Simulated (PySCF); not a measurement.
## Bond curve of MoN

Set-up: Mo def2-TZVPPD with ECP28, N def2-TZVPPD; scalar-relativistic core potentials (PySCF 2.14). Energies in eV from Mo (4d5 5s1) + N in their ground configurations at the same level. State: ⁴Σ⁻ (quartet), unpaired electrons σ ↑, δ ↑↑.

All columns are PBE0. A positive dipole means Mo(−)N(+).

| R (Å) | E (eV) | μ (D) | Mulliken charge on Mo (basis-dependent) | HOMO (eV) | LUMO (eV) | Mayer bond order | ⟨S²⟩ |
| --- | --- | --- | --- | --- | --- | --- | --- |
| 1.387 | -2.898 | -1.62 | 0.46 | -5.04 | -1.92 | 2.61 | 3.77 |
| 1.452 | -4.094 | -2.14 | 0.48 | -5.21 | -2.03 | 2.64 | 3.77 |
| 1.516 | -4.763 | -2.62 | 0.49 | -5.36 | -2.11 | 2.67 | 3.79 |
| 1.565 | -5.002 | -2.94 | 0.48 | -5.46 | -2.16 | 2.69 | 3.80 |
| 1.613 | -5.068 | -3.22 | 0.47 | -5.55 | -2.19 | 2.70 | 3.83 |
| 1.661 | -5.001 | -3.47 | 0.46 | -5.63 | -2.20 | 2.69 | 3.87 |
| 1.726 | -4.766 | -3.72 | 0.43 | -5.73 | -2.19 | 2.63 | 3.98 |
| 1.807 | -4.346 | -3.90 | 0.40 | -5.80 | -2.20 | 2.42 | 4.22 |
| 1.903 | -3.800 | -3.97 | 0.36 | -5.84 | -2.19 | 2.07 | 4.61 |
| 2.032 | -3.125 | -3.95 | 0.31 | -5.86 | -2.09 | 1.63 | 5.06 |

A fit through these points gives, at Re = 1.610 Å, μ = -3.21 D and dμ/dR = -5.54 D/Å; the reduced mass is 12.25 u.

**Question.** How strong is the fundamental in the double-harmonic approximation, I = 42.26·(dμ/dR)²/μred km/mol?

**Answer.** I = 42.26·(-5.54)²/12.25 = 106 km/mol at PBE0.

The metal atom is held in its measured ground configuration; semilocal functionals can put another filling of s and d lower by some tenths of an eV, and De to that atom would be smaller. ⟨S²⟩ of the unrestricted solution departs from its pure value on part of the curve, where spin states mix. Spin–orbit coupling is left out, which matters for elements this heavy, above all for dissociation energies. With d or f electrons several states lie close, and the lowest PBE0 determinant need not be the measured ground state.
